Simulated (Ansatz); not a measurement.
`Cl[SiH2][O][GeH3]`, relaxed with RKS PBE0-D4/def2-TZVP in Ansatz 0.2.0 from a PBE-D4/def2-SVP geometry. The force threshold is 0.005 eV/Å; the program also tests the step.

Total charge 0; spin multiplicity 1.

Start:

```xyz
9

Cl    2.724    0.542    1.749
Si    1.278   -0.502    0.692
O     0.128    0.584    0.195
Ge   -1.400    0.521   -0.760
H     1.951   -1.157   -0.481
H     0.691   -1.532    1.614
H    -1.068   -0.011   -2.180
H    -1.910    1.979   -0.796
H    -2.394   -0.423   -0.032
```

```tsv
step	energy (eV)	largest force (eV/Å)	largest move (Å)
1	-79034.7599	0.743	0.000
2	-79034.8048	0.565	0.043
3	-79034.8145	0.081	0.023
4	-79034.8150	0.025	0.007
5	-79034.8159	0.009	0.035
6	-79034.8160	0.006	0.014
7	-79034.8161	0.008	0.016
8	-79034.8161	0.007	0.009
9	-79034.8161	0.007	0.004
10	-79034.8163	0.031	0.027
11 (rejected)	-79034.8118	0.234	0.191
13	-79034.8183	0.076	0.098
15	-79034.8226	0.115	0.041
17	-79034.8352	0.128	0.080
19	-79034.8486	0.223	0.197
21	-79034.8636	0.051	0.106
23	-79034.8753	0.169	0.192
25	-79034.8815	0.027	0.058
27	-79034.8829	0.069	0.026
29	-79034.8847	0.010	0.014
31	-79034.8850	0.022	0.058
33	-79034.8851	0.005	0.005
35	-79034.8851	0.007	0.009
37	-79034.8851	0.004	0.008
```

End:

```xyz
9

Cl    2.185    1.097    0.679
Si    1.165   -0.694    0.747
O    -0.405   -0.460    0.446
Ge   -1.332    0.536   -0.711
H     1.793   -1.563   -0.275
H     1.317   -1.247    2.109
H    -0.657    0.424   -2.087
H    -1.329    1.980   -0.195
H    -2.737   -0.073   -0.713
```

Hardware: 2 threads of a server CPU on a shared host. Wall time 5.7 min, peak host memory 0.59 GiB.
